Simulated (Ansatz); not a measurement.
Ideal-gas functions of C2H4FNSi, SMILES `F[SiH]1C=NC1` at 500 K and 1 bar, from an Ansatz frequency run at PBE0-D4/def2-TZVP.

Molar mass 89.14 g/mol, point group C1 (symmetry number 1), electronic degeneracy 1, moments of inertia 53.717, 155.399, 182.091 u Å². Harmonic wavenumbers (cm⁻¹, unscaled): 145, 232, 374, 504, 654, 748, 772, 830, 836, 904, 920, 975, 1140, 1187, 1281, 1441, 1608, 2219, 3086, 3137, 3155.

Use S(trans) = R[1.5 ln M + 2.5 ln T − 1.1517]; rotational temperatures θ = 24.2544 K / I; S(rot) = R[ln(√π/σ · √(T³/θAθBθC)) + 1.5]; for each mode x = 1.438777 ν̃/T, S = R[x/(eˣ − 1) − ln(1 − e⁻ˣ)] and H = RT x/(eˣ − 1); 1 cm⁻¹ = 0.0119627 kJ/mol; R = 8.31446 J/(mol·K).

**Question.** By hand: the entropy, in J/(mol·K).

**Answer.** Translation 175.6. Rotation: θ = 0.4515, 0.1561, 0.1332 K, giving 114.1. Vibration, mode by mode: 15.64, 11.83, 8.09, 5.92, 4.18, 3.38, 3.20, 2.81, 2.77, 2.37, 2.29, 2.02, 1.38, 1.24, 1.00, 0.69, 0.46, 0.10, 0.01, 0.01, 0.01, in all 69.4. Electronic 0.0. Sum 359.1 J/(mol·K).

**Question.** By hand: H − E and G − E in kJ/mol, counted from the electronic energy.

**Answer.** Zero-point energy ½ × 26148 × 0.0119627 = 156.4; thermal vibration 20.5; translation, rotation and pV give 4 RT = 16.6. H − E = 193.5 kJ/mol, and G − E = 193.5 − 500 × 359.1/1000 = 13.9 kJ/mol.

Vibration gives 19 % of the entropy, 15.6 J/(mol·K) of it from the mode under 150 cm⁻¹: soft modes count most, and the harmonic formula is weakest for them. The sum counts one conformer and one mirror image; others add a mixing term.
